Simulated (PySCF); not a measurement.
# Os⁷⁵⁺: ionisation energy

Os⁷⁵⁺ 1s1 [1s1/2^1, M_J = 1/2] → Os⁷⁶⁺ (bare nucleus), as a difference of total energies. Computed with PySCF 2.14 in an uncontracted even-tempered set (15 s from 260 bohr⁻², ratio 2.4; 11 p from 340 bohr⁻², ratio 2.4; 3 d from 1000 bohr⁻², ratio 2.6; 3 f from 1600 bohr⁻², ratio 2.6), with the two-component X2C-1e Hamiltonian. "Screened" scales the spin-orbit matrix elements by Boettger's factors to mimic the two-electron term; Breit and QED terms are absent.

| method | ionisation energy (eV) |
| --- | --- |
| GHF (screened spin-orbit) | 85751.6 |
| GHF (bare spin-orbit) | 85751.6 |

For one electron Hartree-Fock is exact for this Hamiltonian up to the basis; QED and nuclear recoil make up the gap, and the density functionals add self-interaction.

For comparison: 85614.42 ± 0.15 eV (theoretical estimate listed by NIST; NIST Atomic Spectra Database, ionization energies).
